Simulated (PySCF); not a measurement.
**How methods differ on the ionisation energy of Sc²⁺**

Sc²⁺ [Ar] 3d1 (2D) → Sc³⁺ [Ar] (1S), as a difference of total energies. Computed with PySCF 2.14 in def2-QZVPPD (11s6p5d3f2g, 93 functions), with the non-relativistic Hamiltonian (point nucleus). Correlated levels: valence and next inner shell: [Ne] frozen. The calculations carry no spin-orbit coupling.

```tsv
method	ionisation energy (eV)
UHF	24.022
PBE	25.515
PBE0	25.369
r2SCAN	25.288
MN15	25.077
revPBE	25.471
r2SCAN0	25.242
MP2 (valence and next inner shell)	24.500
SCS-MP2 (valence and next inner shell)	24.459
```

Estimate what LDA gives.

25.560 eV, closest to PBE among the rows shown.

Estimate what LC-wPBE gives.

25.496 eV, closest to PBE among the rows shown.

A first-order spin-orbit estimate (lowest level to lowest level, LS coupling) adds 0.016 eV.

These non-relativistic numbers lack the scalar-relativistic shift.

Errors of the correlated levels include the incompleteness of this basis and the frozen core.

For comparison: 24.757 eV (measured; NIST Atomic Spectra Database, ionization energies).
